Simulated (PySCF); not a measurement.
C₄H₅FGeS, SMILES Fc1cc[c]([GeH3])s1 (GFN2-xTB optimised geometry):

```
12

F      0.737    -3.159     0.002
C      0.540    -1.840     0.002
C      1.498    -0.881     0.001
C      0.922     0.408     0.000
C     -0.441     0.408     0.000
Ge    -1.656     1.910     0.000
S     -1.066    -1.209     0.001
H      2.552    -1.087     0.001
H      1.500     1.316    -0.001
H     -2.552     1.854    -1.191
H     -0.843     3.159    -0.038
H     -2.502     1.897     1.228
```

Method: B3LYP/def2-TZVP run with PySCF.

Task: What are the frontier orbital energies and the dipole moment?

Result: HOMO-2 -9.23 eV, HOMO-1 -7.40 eV, HOMO -6.60 eV, LUMO -0.89 eV, LUMO+1 -0.10 eV; dipole moment 1.36 D.

On the same geometry PBE/def2-TZVP (PySCF) gives HOMO-2 -8.11 eV, HOMO-1 -6.54 eV, HOMO -5.74 eV, LUMO -1.53 eV, LUMO+1 -0.84 eV; dipole moment 1.18 D.

Meta-Löwdin charges at B3LYP/def2-TZVP: F1 -0.25, C2 0.16, C3 -0.19, C4 -0.13, C5 -0.34, Ge6 0.39, S7 0.28, H8 0.14, H9 0.13, H10 -0.07, H11 -0.06, H12 -0.07.
